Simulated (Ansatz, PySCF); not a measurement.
B₂H₄O. Atoms are numbered in the order given.

```xyz
7

O      0.0000     0.0000     0.0000
B      0.0000     0.0000    -1.3342
H     -0.7412     0.7412    -1.9043
H      0.7412    -0.7412    -1.9043
B      0.0000     0.0000     1.3342
H     -0.7412    -0.7412     1.9043
H      0.7412     0.7412     1.9043
```
Charge 0, spin multiplicity 1.

Geometry: B3LYP-D3(BJ)/def2-TZVP.

Vertical ionisation energy (IE) and electron affinity (EA) in eV. Rows of orbital energies are one-electron estimates. Where ΔSCF, EOM or ADC give a negative EA the extra electron is unbound and the value depends on the basis.

```tsv
level	IE	EA
−ε(HOMO), −ε(LUMO), HF/def2-TZVPD (PySCF)	12.34	-1.31
−ε(HOMO), −ε(LUMO), PBE/def2-TZVPD (PySCF)	[?]	[?]
ADC(2)/aug-cc-pVDZ (PySCF)	10.98	-0.83
ΔSCF, PBE0/def2-TZVPD (Ansatz), final states of multiplicity 2 and 2	11.20	-0.75
ΔSCF, PBE/def2-TZVPD (Ansatz), final states of multiplicity 2 and 2	10.81	-0.55
```

Task: Some entries are withheld; supply them. (Estimate from the structure and the level; the computed values follow.)

Result: 
- −ε(HOMO), −ε(LUMO), PBE/def2-TZVPD (PySCF), IE: 7.52
- −ε(HOMO), −ε(LUMO), PBE/def2-TZVPD (PySCF), EA: 1.84

Task: What vertical singlet–triplet gap does ΔSCF give with PBE0/def2-TZVPD (Ansatz, a quantum-chemistry and plane-wave program) and with PBE/def2-TZVPD (Ansatz)? (Estimate from the structure and the level; the computed values follow.)

Result: 5.55 and 5.26 eV (triplet above singlet where positive).

Task: Give the lowest 1s main lines (those of the lightest heavy element) from CVS-ADC(2)-x/aug-cc-pVDZ (PySCF, non-relativistic), with pole strengths. (The exact figures need the calculation; the answer reports its results.)

Result: 199.1 eV (1.53), 199.1 eV (1.53).

Task: Beyond the first one, list the lowest photoelectron lines from PySCF with ADC(2)/aug-cc-pVDZ with their pole strengths (two spins summed). (An estimate is asked for; the answer gives what the named calculation found.)

Result: 14.64 eV (1.78), 14.64 eV (1.78), 14.96 eV (1.82), 16.36 eV (1.85).
